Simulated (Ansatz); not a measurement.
Geometry optimisation, RKS B3LYP/def2-SVP (Ansatz 0.2.0).

The input (input.yaml):

```yaml
crystal:
  periodic: [false, false, false]
  atoms:
    - { symbol: B, position_ang: [0.0, 0.0, 0.0] }
    - { symbol: H, position_ang: [0.0, 0.0, 1.54] }
    - { symbol: F, position_ang: [1.1431, 0.0, -0.66] }
    - { symbol: C, position_ang: [-1.3856, 0.0, -0.8] }
    - { symbol: H, position_ang: [-1.9458, -0.9305, -0.5708] }
    - { symbol: H, position_ang: [-1.9898, 0.8797, -0.4946] }
    - { symbol: H, position_ang: [-1.1839, 0.0508, -1.8903] }
    - { symbol: S, position_ang: [0.0982, 2.076, 0.6906] }
    - { symbol: H, position_ang: [0.6507, 2.1151, 1.9763] }
    - { symbol: H, position_ang: [0.0413, 0.8741, 1.6662] }
basis:
  gaussian: { orbitals: def2-SVP }
hamiltonian:
  xc: b3lyp
relax:
  f_tol: 0.15
  max_steps: 25
  restrain:
    - { distance: [0, 7], at: 1.89, k: 30.0 }
    - { distance: [9, 1], at: 0.66, k: 30.0 }
    - { distance: [0, 1], at: 2.39, k: 30.0 }
    - { distance: [9, 7], at: 2.6, k: 30.0 }
```

Launched with:

```bash
$ ansatz run input.yaml --threads 2 --pin off --max-ram 3072MiB --backend cpu --events-out ev --progress --plain --runs-dir out
```

Question: Where does it end, and by what steps?

Answer: It converged. The restraints hold the end off the free minimum. After 11 steps the energy has fallen by 3.701 eV (the restraints' own energy left out); H9 moved furthest, 1.22 Å. Parted: S8–H10 (1.55 → 2.61 Å).

```
step  energy less start (eV)  largest force component (eV/Å)  accepted
   0                  0.0000                           3.879       yes
   1                 -0.6669                           4.690       yes
   2                 -1.4861                           4.897       yes
   3                 -2.3913                           3.474       yes
   4                 -2.9013                           2.011       yes
   5                 -3.1933                           2.432       yes
   6                 -3.4494                           1.640       yes
   7                 -3.5979                           1.502       yes
   8                 -3.6505                           1.700       yes
   9                 -3.6620                           1.801       yes
  10                 -3.6721                           1.940       yes
  11                 -3.7014                           1.823       yes
```

```xyz
10
Properties=species:S:1:pos:R:3
B -0.032 0.675 -0.161
H -0.270 -0.504 1.917
F 1.112 0.000 -0.255
C -1.344 0.119 -0.803
H -1.494 -0.937 -0.517
H -2.253 0.689 -0.550
H -1.230 0.127 -1.902
S -0.004 2.348 0.661
H 1.312 2.360 0.983
H -0.369 0.188 2.083
```

Time of the run: 27 s on 2 threads of Arm Neoverse V1, with other jobs on the host, peak memory 0.17 GiB.
